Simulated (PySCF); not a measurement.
An excited-state job on `Cl[SiH2][GeH2][GeH3]`.

Method: TDDFT CAM-B3LYP/def2-SVPD, vertical, gas phase, core orbitals frozen in the response (PySCF 2.14.0, density-fitted response routines). Geometry: GFN2-xTB. A driver script takes a list of jobs; this job's settings line and coordinates (Å) are shown.

Command:
```bash
OMP_NUM_THREADS=1 python probes_run.py task.json out
```

Input:
```
{"job": {"kind": "uv", "xc": "CAM-B3LYP", "basis": "def2-SVPD", "nstates": 8, "ntriplets": 3}, "charge": 0, "multiplicity": 1}
Cl     1.426985     1.935251    -1.799323
Si     1.962289     0.657650    -0.341284
Ge     0.191604    -0.851945    -0.061998
Ge    -1.985261    -0.044407     0.486579
H      3.196004    -0.007414    -0.753629
H      2.224478     1.433535     0.870678
H      0.558631    -1.890623     0.976713
H      0.034971    -1.728801    -1.284394
H     -2.036206     0.715921     1.780279
H     -2.545693     0.902563    -0.531446
H     -3.022378    -1.119059     0.631862
```

Task: What does the run print?

Result: 
```
coarse grid: 44864 points
cycle   1  E = -4907.4042763512  dE = -1.077e+00  |g| = 5.529e-01  |ddm| = 3.625e+00
cycle   2  E = -4907.4142806594  dE = -1.000e-02  |g| = 5.335e-01  |ddm| = 9.321e-01
cycle   3  E = -4907.4488548173  dE = -3.457e-02  |g| = 2.003e-02  |ddm| = 4.702e-01
cycle   4  E = -4907.4489642430  dE = -1.094e-04  |g| = 1.240e-02  |ddm| = 7.149e-02
cycle   5  E = -4907.4489995383  dE = -3.530e-05  |g| = 1.797e-03  |ddm| = 1.907e-02
cycle   6  E = -4907.4490002943  dE = -7.560e-07  |g| = 4.613e-04  |ddm| = 3.939e-03
final grid: 87352 points
cycle   7  E = -4907.4489578975  dE = -5.249e-08  |g| = 4.110e-04  |ddm| = 1.974e-03
cycle   8  E = -4907.4489579007  dE = -3.221e-09  |g| = 4.164e-04  |ddm| = 7.539e-04
cycle   9  E = -4907.4489579182  dE = -1.754e-08  |g| = 1.758e-05  |ddm| = 3.235e-04
cycle  10  E = -4907.4489579184  dE = -1.446e-10  |g| = 6.459e-06  |ddm| = 4.287e-05
converged SCF energy = -4907.4489579184

Static polarisability (au): isotropic 106.758, principal 89.803 102.445 128.026

Singlet excitations
state   eV       nm        f      main configurations
  1   6.5269    190.0   0.05705   H->L 0.70, H->L+1 0.17
  2   7.0779    175.2   0.21112   H->L+1 0.70, H->L 0.14
  3   7.2368    171.3   0.11815   H-1->L 0.80
  4   7.4212    167.1   0.19277   H->L+2 0.76
  5   7.4917    165.5   0.07997   H-2->L 0.46, H-1->L+1 0.15, H-2->L+1 0.15
  6   7.5459    164.3   0.01602   H->L+3 0.62, H->L+4 0.09
  7   7.6980    161.1   0.05165   H-1->L+1 0.42, H->L+3 0.13, H-3->L 0.12
  8   7.7690    159.6   0.00977   H-1->L+2 0.37, H->L+4 0.24

Triplet excitations (Tamm-Dancoff, eV): 5.8619 6.2552 6.6263
```

The SCF starts on a coarse grid where the log names one; the energy can jump when the final grid takes over, and dE then counts from the start density on the new grid. H and L stand for HOMO and LUMO; the number after each pair is its weight.

Task: Give the mean polarisability as a volume in Å³, and the ratio of the largest to the smallest principal value.

Result: 106.758 au × 0.148185 = 15.82 Å³; 128.026/89.803 = 1.43.

Task: How does the lowest singlet excitation compare with the HOMO–LUMO gap?

Result: HOMO -9.40 eV and LUMO 0.22 eV give a gap of 9.62 eV; S1 at 6.53 eV lies 3.09 eV below it.

Summary of the converged run: HOMO -9.40 eV, LUMO 0.22 eV; lowest singlet 6.53 eV; lowest triplet 5.86 eV (Tamm–Dancoff); mean polarisability 106.8 au.

 The CAM-B3LYP/def2-SVPD calculation is non-relativistic and has no spin–orbit coupling, an omission that weighs most on germanium.

Task: How long does this job take on one thread, Arm Neoverse V2 (aarch64), no GPU, on a shared host? And the peak memory of the process?

Result: About 38 s (density and orbital grids were written too), with 0.79 GiB resident at the peak, the Python interpreter and its libraries included.

One conformer stands for the species.
Labels such as C1 count atoms from 1, the log's own numbers from 0.
